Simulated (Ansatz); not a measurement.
Job for Ansatz (a quantum-chemistry and plane-wave program): U-CCSDT(Q)/cc-pVQZ on CH (SMILES [CH]), 2S+1 = 2, a spin state set in the input, which need not be the lowest.

Ansatz 0.2 input:
```yaml
crystal:
  periodic: [false, false, false]
  atoms:
    - {symbol: C, position_ang: [-0.00000000, -0.00000000, -0.16050086]}
    - {symbol: H, position_ang: [0.00000000, 0.00000000, 0.96300518]}
basis:
  gaussian:
    orbitals: cc-pVQZ
magnetization: {spin_polarized: true, initial_magnetization: 1}
correlation: {method: ccsdt_q, electrons: outside_noble_gas}
scf: {omitted_lower_state_checks: [cluster_reference]}
```

The head of its log:

```
Functional definition: HF
[...]
these checks for a lower state are left out or cut short: cluster_reference
integrals: 0.17 GiB planned
986 factors; integrals over basis functions are off by at most 1.6e-7 eV
mean field: 0.16 GiB planned
mean field evaluation 1: about -1041.2805 eV, gradient 7.3e0 eV
mean field evaluation 2: about -1041.2806 eV, gradient 7.3e0 eV
mean field evaluation 4: about -1041.7471 eV, gradient 5.8e-1 eV
mean field evaluation 8: about -1041.7516 eV, gradient 5.5e-4 eV
mean field evaluation 16: about -1041.8453 eV, gradient 1.4e-2 eV
mean field evaluation 32: about -1041.7542 eV, gradient 1.0e-2 eV
mean field evaluation 64: about -1041.7508 eV, gradient 3.7e-1 eV
mean field -1041.84532940 eV, -38.2871096674 hartree, gradient 1.9e-6 eV, S^2 1.102581; 8 other end points of the search recorded, 0 dependent functions left out
1 core orbitals not correlated
reference -1041.84532940 eV, -38.2871096674 hartree; 3, 2 occupied and 81, 82 virtual orbitals, 986 factors
```

Predict the final total energy.

-38.4195 hartree (reference determinant -38.2871, T1 diagnostic 0.122). Its determinant has ⟨S²⟩ = 1.10, a mixture of spin states.
